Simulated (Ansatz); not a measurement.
Molecular dynamics of AlClF2H2

Input file:

```yaml
crystal:
  periodic: [false, false, false]
  atoms:
    - { symbol: Al, position_ang: [-0.077311, -0.186899, 0.006736] }
    - { symbol: H, position_ang: [-0.097745, 0.077061, 1.664346] }
    - { symbol: F, position_ang: [1.413031, 0.016514, -0.690382] }
    - { symbol: Cl, position_ang: [-1.81762, 0.247703, -1.059964] }
    - { symbol: F, position_ang: [-0.147621, -1.895923, 0.830365] }
    - { symbol: H, position_ang: [-0.132036, -1.133256, 1.590901] }
basis:
  gaussian: { orbitals: def2-SVP }
hamiltonian:
  xc: b3lyp
  dispersion: d4
md:
  timestep: 0.5
  n_steps: 200
  ensemble: nve
  temperature: 300.0
  initial_velocities: maxwell_boltzmann
  seed: 6239
```

Run as:

```bash
$ ansatz run input.yaml --threads 1 --pin off --max-ram 2048MiB --backend cpu --events-out ev --progress --plain --runs-dir out
```

It starts at the highest image of a converged band, a first-order saddle point between two minima.

Output, in part (step lines, the closing report, with atoms numbered from 0):

```
md step     0: t =     0.00 fs  T =   300.0 K  F+E_penalty+E_count = -24580.68348615 eV  E_kin = 0.155112 eV  conserved = -24580.52837416 eV  (24 SCF iters)
md step     1: t =     0.50 fs  T =   296.9 K  F+E_penalty+E_count = -24580.68188181 eV  E_kin = 0.153524 eV  conserved = -24580.52835813 eV  (23 SCF iters)
md step     2: t =     1.00 fs  T =   287.9 K  F+E_penalty+E_count = -24580.67718765 eV  E_kin = 0.148867 eV  conserved = -24580.52832025 eV  (23 SCF iters)
md step     3: t =     1.50 fs  T =   274.1 K  F+E_penalty+E_count = -24580.66999618 eV  E_kin = 0.141730 eV  conserved = -24580.52826663 eV  (23 SCF iters)
md step     4: t =     2.00 fs  T =   257.1 K  F+E_penalty+E_count = -24580.66115076 eV  E_kin = 0.132946 eV  conserved = -24580.52820507 eV  (23 SCF iters)
md step     5: t =     2.50 fs  T =   238.8 K  F+E_penalty+E_count = -24580.65162339 eV  E_kin = 0.123480 eV  conserved = -24580.52814372 eV  (23 SCF iters)
md step     6: t =     3.00 fs  T =   221.1 K  F+E_penalty+E_count = -24580.64238625 eV  E_kin = 0.114296 eV  conserved = -24580.52808984 eV  (22 SCF iters)
md step     7: t =     3.50 fs  T =   205.5 K  F+E_penalty+E_count = -24580.63429582 eV  E_kin = 0.106247 eV  conserved = -24580.52804892 eV  (22 SCF iters)
[... lines left out ...]
Total energy: -24581.28016476 eV, -903.3453842647 hartree
Atom 0 at    -0.072930    -0.703464    -0.406312 Å, force     2.878996    -0.240508     1.824097 eV/Å
Atom 1 at    -0.890726     3.860919     4.714168 Å, force     0.178947     0.541167     0.226707 eV/Å
Atom 2 at     1.288672     0.323475    -0.496144 Å, force    -0.795586    -1.468643    -0.013048 eV/Å
Atom 3 at    -1.686702     0.304084    -0.886872 Å, force    -2.472416     1.092091    -0.954225 eV/Å
Atom 4 at    -0.203515    -2.076666     0.556957 Å, force     0.389082     0.617127    -0.856744 eV/Å
Atom 5 at    -0.663196     4.548247     5.002062 Å, force    -0.179022    -0.541234    -0.226787 eV/Å
Dipole moment:    -0.060793    -0.170581    -0.267835 e Å
```

The steps, from the saved trajectory:

```csv
time (fs),T (K),potential energy less start (eV),conserved less start (meV/atom)
0,300,0.000,0.00
3,221,0.041,0.05
6,187,0.059,0.05
9,236,0.033,0.02
12,245,0.029,0.05
15,319,-0.010,0.04
18,518,-0.112,0.06
21,913,-0.317,0.04
24,1425,-0.582,-0.01
27,1831,-0.792,0.00
30,2041,-0.900,0.01
33,2015,-0.887,-0.02
36,1832,-0.792,0.01
39,1745,-0.746,0.07
42,1910,-0.832,0.06
45,2133,-0.948,0.01
48,2213,-0.989,-0.03
51,2118,-0.940,0.00
54,1963,-0.859,0.05
57,1866,-0.809,0.07
60,1846,-0.799,0.03
63,1880,-0.817,-0.01
66,1886,-0.820,0.00
69,1797,-0.774,0.03
72,1635,-0.690,0.05
75,1483,-0.612,0.03
78,1450,-0.594,0.01
81,1480,-0.610,0.01
84,1460,-0.599,0.05
87,1432,-0.585,0.05
90,1469,-0.604,0.01
93,1541,-0.642,-0.01
96,1545,-0.644,0.02
99,1472,-0.605,0.05
```

The run went to its last step. The conserved energy stayed within 0.09 meV per atom of its start (net change 0.037 meV per atom), so the integration is sound. The kinetic energy rose, since the run started high on the potential surface and went downhill. It ends in pieces (AlClF2 + H2), so much of that is their flight and rotation, not heat. A run of 0.1 ps of so small a system gives no equilibrium averages. The orbitals stay closed-shell, which can raise the energy where a bond breaks towards radicals; this wasn't checked here.

Between its relaxed ends the band would form H2–H6 and break Al1–H2, F5–H6. These pairs go: H2–H6 1.21 → 0.78 Å, Al1–H2 1.68 → 6.91 Å, F5–H6 1.08 → 7.99 Å. In the last frame they stand as after the step (other bonds may differ from the relaxed reactants and products). Also parted: Al1–H6 1.85 → 7.56 Å. It ends as AlClF2 + H2. Pairs count as bonded within 1.25 times the sum of covalent radii (0.12 Å more for H–H).

Last frame:

```xyz
6
Properties=species:S:1:pos:R:3
Al -0.073 -0.704 -0.406
H -0.891 3.861 4.714
F 1.289 0.324 -0.496
Cl -1.687 0.304 -0.887
F -0.203 -2.077 0.557
H -0.663 4.548 5.002
```

Time of the run: 7.6 min on 1 thread of Arm Neoverse V1 (shared host), peak memory 0.14 GiB.
